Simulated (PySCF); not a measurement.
Nb(F)4(SH) (F4HNbS), SMILES [F][Nb]([F])([F])([F])[SH], multiplicity 1. Coordinates come from a PBE-D3(BJ)/def2-SVP optimisation. The spin state was assumed, not searched. The structure was generated by enumeration; whether it is a known compound was not checked. The def2 effective core potentials stand for the cores of Nb; spin–orbit coupling is left out. One conformer was computed; it need not be the lowest.

These are PBE-D3(BJ)/def2-SVP run with PySCF values and carry that method's errors.

Harmonic wavenumbers (cm⁻¹): 85, 118, 181, 186, 193, 230, 234, 353, 387, 627, 651, 690, 708, 725, 2617. Rotational constants (GHz): 2.135, 1.641, 1.479; symmetry number 1.

Task: Work out the zero-point energy and the ideal-gas rigid-rotor harmonic-oscillator thermochemistry at 298.15 K and 1 atm.

Result: ZPE = ½ Σ hcν = ½ × 7984 cm⁻¹ = 47.76 kJ/mol. H − E(el) = 72.18 kJ/mol. Entropy in J/(mol K): translation 174.95, rotation 119.32, vibration 88.98, total 383.25. G − E(el) = -42.09 kJ/mol. Cp = 118.89 J/(mol K). Modes under 150 cm⁻¹ make the vibrational entropy uncertain.
